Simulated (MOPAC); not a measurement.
MOPAC input (PM3):

```
PM3 1SCF UHF MS=0.5 GEO-OK AUX(PRECISION=9) THREADS=1
C4H2FO

F     1.99715300 1    0.07033100 1    0.09770500 1
C     0.69813700 1   -0.11028500 1    0.05173700 1
C    -0.09730500 1   -1.18616400 1    0.14943200 1
C    -1.44602100 1   -0.74846900 1    0.02019600 1
C    -1.35752100 1    0.59471600 1   -0.15017800 1
O    -0.04127100 1    1.00388900 1   -0.13308500 1
H    -2.34541300 1   -1.33820300 1    0.04895000 1
H    -2.08254400 1    1.37532800 1   -0.29074400 1
```

From the output:

```
                                                       MOPAC v23.2.5 Linux

          FINAL HEAT OF FORMATION =         53.37585 KCAL/MOL =     223.32454 KJ/MOL

          COSMO AREA              =        107.15 SQUARE ANGSTROMS
          COSMO VOLUME            =         92.98 CUBIC ANGSTROMS

          IONIZATION POTENTIAL    =          8.732447 EV
          ALPHA SOMO LUMO (EV)    =         -9.032 -0.865
          BETA  SOMO LUMO (EV)    =         -8.732 -2.838
          NO. OF ALPHA ELECTRONS  =         16
          NO. OF BETA  ELECTRONS  =         15
          MOLECULAR WEIGHT        =         85.0576         POINT GROUP:  Cs

          MOLECULAR DIMENSIONS (Angstroms)

            Atom       Atom       Distance
            H     7    F     1     4.56555
            H     8    C     3     3.07899
            H     7    O     6     0.00000

          SCF CALCULATIONS        =          1

   ATOM   CHEMICAL          X               Y               Z
  NUMBER   SYMBOL      (ANGSTROMS)     (ANGSTROMS)     (ANGSTROMS)

     1       F          1.99715300  *   0.07033100  *   0.09770500  *
     2       C          0.69813700  *  -0.11028500  *   0.05173700  *
     3       C         -0.09730500  *  -1.18616400  *   0.14943200  *
     4       C         -1.44602100  *  -0.74846900  *   0.02019600  *
     5       C         -1.35752100  *   0.59471600  *  -0.15017800  *
     6       O         -0.04127100  *   1.00388900  *  -0.13308500  *
     7       H         -2.34541300  *  -1.33820300  *   0.04895000  *
     8       H         -2.08254400  *   1.37532800  *  -0.29074400  *

                             CARTESIAN COORDINATES

   1    F        1.997153000     0.070331000     0.097705000
   2    C        0.698137000    -0.110285000     0.051737000
   3    C       -0.097305000    -1.186164000     0.149432000
   4    C       -1.446021000    -0.748469000     0.020196000
   5    C       -1.357521000     0.594716000    -0.150178000
   6    O       -0.041271000     1.003889000    -0.133085000
   7    H       -2.345413000    -1.338203000     0.048950000
   8    H       -2.082544000     1.375328000    -0.290744000

           Empirical Formula: C4 H2 O F  =     8 atoms

      MOLECULAR POINT GROUP   :   Cs

          ALPHA EIGENVALUES
 -42.71399 -32.54130 -30.36083 -25.03849 -22.37984 -20.20064 -19.49434 -19.27611
 -17.69314 -17.32070 -16.60390 -15.13584 -14.58431 -11.37589 -10.88220  -9.03237
  -0.86520   0.55114   1.19171   1.84019   2.82987   3.05408   3.46356   4.13161
   4.82720   5.37778

           BETA EIGENVALUES
 -42.36726 -32.49047 -29.75081 -24.69077 -22.24492 -20.07240 -19.45528 -18.66086
 -17.65089 -17.14761 -15.95224 -15.13583 -14.51002 -11.33679  -8.73245  -2.83806
   0.33114   0.97817   1.84634   2.09590   3.08900   3.23314   3.54497   4.36822
   4.83312   5.53204

              NET ATOMIC CHARGES AND DIPOLE CONTRIBUTIONS

  ATOM NO.   TYPE          CHARGE      No. of ELECS.   s-Pop       p-Pop
    1          F          -0.013435        7.0134     1.73916     5.27428
    2          C           0.262226        3.7378     1.21667     2.52110
    3          C          -0.251689        4.2517     1.59315     2.65854
    4          C          -0.185057        4.1851     1.20842     2.97664
    5          C           0.063544        3.9365     1.21494     2.72152
    6          O          -0.172313        6.1723     1.82663     4.34568
    7          H           0.149788        0.8502     0.85021
    8          H           0.146935        0.8531     0.85306
 DIPOLE           X         Y         Z       TOTAL
 POINT-CHG.    -1.384     1.314    -0.245     1.924
 HYBRID        -0.627     1.868    -0.277     1.990
 SUM           -2.011     3.183    -0.523     3.801

          ATOMIC ORBITAL ELECTRON POPULATIONS

     Atom    s        px        py        pz
    1  F   1.73916   1.39490   1.96172   1.91765
    2  C   1.21667   0.83879   0.87027   0.81205
    3  C   1.59315   0.89227   1.20095   0.56532
    4  C   1.20842   1.03020   0.92122   1.02522
    5  C   1.21494   0.83000   0.97834   0.91318
    6  O   1.82663   1.18381   1.39020   1.77167
    7  H   0.85021
    8  H   0.85306

                    (SZ)    =    0.500000
                    (S**2)  =    0.823722

          ATOMIC ORBITAL SPIN POPULATIONS

    Atom   Total    s     px     py     pz
         Atomic
    1  F  0.0319 -0.003 -0.017  0.001  0.051
    2  C  0.5478  0.028  0.017  0.024  0.479
    3  C  0.2735  0.012  0.017 -0.017  0.261
    4  C -0.3237 -0.022 -0.025 -0.038 -0.238
    5  C  0.4908  0.032  0.023  0.039  0.397
    6  O -0.0065  0.002 -0.020 -0.019  0.030
    7  H  0.0187  0.019
    8  H -0.0325 -0.032

 **********************
 *                    *
 * JOB ENDED NORMALLY *
 *                    *
 **********************

 == MOPAC DONE ==
```

The geometry given is a B3LYP-D3(BJ)/def2-TZVP minimum.
